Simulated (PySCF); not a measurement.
PySCF input file for 1,1,1-trifluoroethane (C2H3F3), SMILES CC(F)(F)F, TDA-CAM-B3LYP/def2-SVPD. The structure is a stationary point at B3LYP-D3(BJ)/def2-SVP.

```python
import numpy as np
from pyscf import gto, scf, dft, tdscf

mol = gto.M(
    atom='''
    C    -0.00000001    0.00000001    1.47419507
    C    -0.00000000    0.00000000   -0.03053378
    F    -1.08360358   -0.62561882   -0.52531943
    F     1.08360358   -0.62561883   -0.52531942
    F     0.00000001    1.25123763   -0.52531945
    H    -0.89661133    0.51765881    1.84055233
    H     0.89661131    0.51765881    1.84055234
    H    -0.00000001   -1.03531756    1.84055236
    ''',
    basis='def2-SVPD',
    charge=0,
    spin=0,
    symmetry=True,
    max_memory=1600,
    verbose=4,
)
mf = dft.RKS(mol, xc='cam-b3lyp').density_fit(auxbasis='def2-universal-jkfit')
mf.grids.level = 3
mf.conv_tol = 1e-9
mf.max_cycle = 100
mf.kernel()
mf.grids = dft.Grids(mol).set(level=1).build(with_non0tab=True)  # coarser grid for the response kernel
td = tdscf.TDA(mf)
td.singlet = True
td.nstates = 10
td.conv_tol = 1e-4
td.positive_eig_threshold = 1e-6
td.kernel(x0=td.get_init_guess(mf, 15))
td.analyze()
tt = tdscf.TDA(mf)
tt.singlet = False
tt.nstates = 4
tt.conv_tol = 1e-4
tt.positive_eig_threshold = 1e-6
tt.kernel(x0=tt.get_init_guess(mf, 9))
tt.analyze(verbose=3)
```

Output:

```
PySCF version 2.14.0

[INPUT] verbose = 4
[INPUT] num. atoms = 8
[INPUT] num. electrons = 42
[INPUT] charge = 0
[INPUT] spin (= nelec alpha-beta = 2S) = 0
[INPUT] symmetry True subgroup None
[INPUT] Mole.unit = angstrom
[INPUT] Symbol           X                Y                Z      unit          X                Y                Z       unit  Magmom
[INPUT]  1 C     -0.000000010000   0.000000010000   1.474195070000 AA   -0.000000018897   0.000000018897   2.785824936484 Bohr   0.0
[INPUT]  2 C      0.000000000000   0.000000000000  -0.030533780000 AA    0.000000000000   0.000000000000  -0.057700481748 Bohr   0.0
[INPUT]  3 F     -1.083603580000  -0.625618820000  -0.525319430000 AA   -2.047713993798  -1.182248228174  -0.992709850613 Bohr   0.0
[INPUT]  4 F      1.083603580000  -0.625618830000  -0.525319420000 AA    2.047713993798  -1.182248247071  -0.992709831715 Bohr   0.0
[INPUT]  5 F      0.000000010000   1.251237630000  -0.525319450000 AA    0.000000018897   2.364496437450  -0.992709888407 Bohr   0.0
[INPUT]  6 H     -0.896611330000   0.517658810000   1.840552330000 AA   -1.694349853882   0.978233376868   3.478139821630 Bohr   0.0
[INPUT]  7 H      0.896611310000   0.517658810000   1.840552340000 AA    1.694349816088   0.978233376868   3.478139840527 Bohr   0.0
[INPUT]  8 H     -0.000000010000  -1.035317560000   1.840552360000 AA   -0.000000018897  -1.956466640353   3.478139878322 Bohr   0.0

nuclear repulsion = 201.25499011073
point group symmetry = C3v, use subgroup Cs
symmetry origin: [ 1.56364315e-18 -2.69960866e-09  3.14954360e-09]
symmetry axis x: [1.62332969e-09 1.00000000e+00 1.76475876e-09]
symmetry axis y: [-1.06696811e-08 -1.76475874e-09  1.00000000e+00]
symmetry axis z: [ 1.00000000e+00 -1.62332971e-09  1.06696811e-08]
num. orbitals of irrep A' = 81
num. orbitals of irrep A" = 52
number of shells = 55
number of NR pGTOs = 189
number of NR cGTOs = 133
basis = def2-SVPD
ecp = {}


[settings echo left out]
init E= -377.741292787323
HOMO (A') = -0.412103895249525  LUMO (A') = 0.0289539277234754  gap/eV = 12.00179
cycle= 1 E= -377.057856573048  delta_E= 0.683  |g|= 0.878  |ddm|= 3.15
HOMO (A") = -0.438081265616522  LUMO (A') = 0.0405526021481775  gap/eV = 13.02429
cycle= 2 E= -377.008780184623  delta_E= 0.0491  |g|=  1.1  |ddm|=  1.5
HOMO (A') = -0.466527099373118  LUMO (A') = 0.0442694640227943  gap/eV = 13.89948
cycle= 3 E= -377.197681924756  delta_E= -0.189  |g|= 0.0541  |ddm|= 0.797
HOMO (A') = -0.463548521351217  LUMO (A') = 0.0444618672310062  gap/eV = 13.82367
cycle= 4 E= -377.198155435285  delta_E= -0.000474  |g|= 0.0209  |ddm|= 0.0765
HOMO (A') = -0.464293620502395  LUMO (A') = 0.0451586052702178  gap/eV = 13.86290
cycle= 5 E= -377.198246818927  delta_E= -9.14e-05  |g|= 0.00291  |ddm|= 0.0234
HOMO (A') = -0.464494369147909  LUMO (A') = 0.0450517626010525  gap/eV = 13.86546
cycle= 6 E= -377.198249031497  delta_E= -2.21e-06  |g|= 0.000571  |ddm|= 0.00488
HOMO (A') = -0.464354055516345  LUMO (A') = 0.0450711775318222  gap/eV = 13.86217
cycle= 7 E= -377.19824911789  delta_E= -8.64e-08  |g|= 0.000224  |ddm|= 0.00103
HOMO (A') = -0.464412045939031  LUMO (A') = 0.0450635561406827  gap/eV = 13.86354
cycle= 8 E= -377.198249131356  delta_E= -1.35e-08  |g|= 2.04e-05  |ddm|= 0.000333
HOMO (A') = -0.464407678530551  LUMO (A') = 0.0450640199378185  gap/eV = 13.86343
cycle= 9 E= -377.198249131509  delta_E= -1.53e-10  |g|= 4.2e-06  |ddm|= 4.66e-05
HOMO (A') = -0.464407756957602  LUMO (A') = 0.0450639764169036  gap/eV = 13.86343
Extra cycle  E= -377.198249131514  delta_E= -4.43e-12  |g|= 1.51e-06  |ddm|= 1.03e-05
converged SCF energy = -377.198249131514
tot grids = 33680
Overwritten attributes  positive_eig_threshold  of <class 'pyscf.tdscf.rks.TDA'>


******** <class 'pyscf.tdscf.rks.TDA'> for <class 'pyscf.df.df_jk.DFSymAdaptedRKS'> ********
nstates = 10 singlet
deg_eia_thresh = 1.000e-03
wfnsym = None
conv_tol = 0.0001
eigh lindep = 1e-12
eigh level_shift = 0
eigh max_cycle = 100


Excitation energies (eV)
[10.72801182 11.14805145 11.1480745  11.51066229 12.04188498 12.11669125
 12.11673294 12.26820037 12.26823911 12.56056689]

** Singlet excitation energies and oscillator strengths **
Excited State   1:   A'     10.72801 eV    115.57 nm  f=0.0693
      21 -> 22       -0.69418
Excited State   2:   A"     11.14805 eV    111.22 nm  f=0.0556
      19 -> 22        0.68217
Excited State   3:   A'     11.14807 eV    111.22 nm  f=0.0557
      20 -> 22       -0.68217
Excited State   4:   A"     11.51066 eV    107.71 nm  f=0.0000
      18 -> 22       -0.65099
      18 -> 23       -0.23050
Excited State   5:   A'     12.04188 eV    102.96 nm  f=0.0007
      19 -> 27       -0.10845
      20 -> 26        0.10845
      21 -> 23        0.67277
Excited State   6:   A'     12.11669 eV    102.33 nm  f=0.0720
      14 -> 22        0.10326
      17 -> 22        0.42251
      20 -> 23        0.42253
      21 -> 24       -0.20231
      21 -> 26        0.21834
Excited State   7:   A"     12.11673 eV    102.32 nm  f=0.0720
      15 -> 22       -0.10325
      16 -> 22        0.42249
      19 -> 23        0.42261
      21 -> 25       -0.20232
      21 -> 27       -0.21823
Excited State   8:   A'     12.26820 eV    101.06 nm  f=0.0406
      20 -> 28        0.10706
      21 -> 24        0.38654
      21 -> 26        0.52901
Excited State   9:   A"     12.26824 eV    101.06 nm  f=0.0405
      19 -> 28        0.10704
      21 -> 25        0.38656
      21 -> 27       -0.52902
Excited State  10:   A'     12.56057 eV     98.71 nm  f=0.0368
      14 -> 22        0.14232
      17 -> 22       -0.18874
      20 -> 23       -0.23618
      20 -> 28        0.13056
      21 -> 24       -0.48930
      21 -> 26        0.27104
      21 -> 34       -0.11060

** Transition electric dipole moments (AU) **
state          X           Y           Z        Dip. S.      Osc.
  1         0.0000     -0.0001     -0.5134      0.2636      0.0693
  2         0.4514     -0.0000     -0.0000      0.2037      0.0556
  3         0.0000     -0.4514      0.0000      0.2038      0.0557
  4         0.0001     -0.0000     -0.0000      0.0000      0.0000
  5         0.0000     -0.0001      0.0489      0.0024      0.0007
  6         0.0000     -0.4924     -0.0000      0.2425      0.0720
  7        -0.4925      0.0000      0.0000      0.2426      0.0720
  8         0.0000      0.3674      0.0000      0.1350      0.0406
  9         0.3673      0.0000      0.0000      0.1349      0.0405
 10        -0.0000      0.3458      0.0000      0.1196      0.0368

** Transition velocity dipole moments (imaginary part, AU) **
state          X           Y           Z        Dip. S.      Osc.
  1         0.0000     -0.0000     -0.2165      0.0469      0.0792
  2         0.1629      0.0000      0.0000      0.0265      0.0432
  3        -0.0000     -0.1629      0.0000      0.0265      0.0432
  4         0.0000     -0.0000     -0.0000      0.0000      0.0000
  5        -0.0000     -0.0000      0.0230      0.0005      0.0008
  6        -0.0000     -0.2250     -0.0000      0.0506      0.0758
  7        -0.2251      0.0000     -0.0000      0.0507      0.0758
  8         0.0000      0.1017      0.0000      0.0103      0.0153
  9         0.1016     -0.0000     -0.0000      0.0103      0.0153
 10        -0.0000      0.1313      0.0000      0.0172      0.0249

** Transition magnetic dipole moments (imaginary part, AU) **
state          X           Y           Z
  1        -0.0001      0.0000     -0.0000
  2        -0.0000     -1.3171      0.0000
  3        -1.3171      0.0000     -0.0000
  4        -0.0000     -0.0001      0.7960
  5         0.0001      0.0000     -0.0000
  6         0.4484      0.0000      0.0000
  7         0.0000     -0.4485      0.0001
  8         0.1028      0.0000      0.0000
  9         0.0000     -0.1029      0.0000
 10        -0.0666      0.0000     -0.0000


******** <class 'pyscf.tdscf.rks.TDA'> for <class 'pyscf.df.df_jk.DFSymAdaptedRKS'> ********
nstates = 4 triplet
deg_eia_thresh = 1.000e-03
wfnsym = None
conv_tol = 0.0001
eigh lindep = 1e-12
eigh level_shift = 0
eigh max_cycle = 100


Excitation energies (eV)
[10.48892029 10.70734662 10.70736575 11.36586164]

** Triplet excitation energies and oscillator strengths **
Excited State   1:   A'     10.48892 eV    118.20 nm  f=0.0000
Excited State   2:   A'     10.70735 eV    115.79 nm  f=0.0000
Excited State   3:   A"     10.70737 eV    115.79 nm  f=0.0000
Excited State   4:   A"     11.36586 eV    109.08 nm  f=0.0000
```

The calculation finished and met its thresholds.
